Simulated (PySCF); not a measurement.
Correlation energy of Bi⁶⁵⁺ (bismuth, charge +65)

[Ar], closed-shell 1S. All numbers are calculated (PySCF 2.14, scalar relativity by spin-free X2C-1e, in an even-tempered Gaussian basis (17 s from 20 bohr⁻², ratio 2.5; 12 p from 26 bohr⁻², ratio 2.5; 4 d from 100 bohr⁻², ratio 2.7; 4 f from 150 bohr⁻², ratio 2.7)). Frozen: 1s2; 16 electrons correlated; the 17 highest virtual orbitals of each spin left out.

```
  level  correlation energy (mhartree)
   CCSD                        -740.94
    (T)                          -0.63
CCSD(T)                        -741.57
```

Diagnostics: T1 = 0.00013, D1 = 0.0003, largest double amplitude 0.011.

Q: Is a single reference adequate?

A: Yes, within this model without spin-orbit coupling: T1 lies below 0.03 and no double amplitude reaches 0.07.

At this charge the one-electron X2C treatment keeps the bare 1/r₁₂, with no two-electron picture change or Breit term. The effect here is smaller than on the frozen 1s shell; and a scalar Hamiltonian misses the large spin-orbit splitting of the p shells, which matters for ns² → np² pairs.
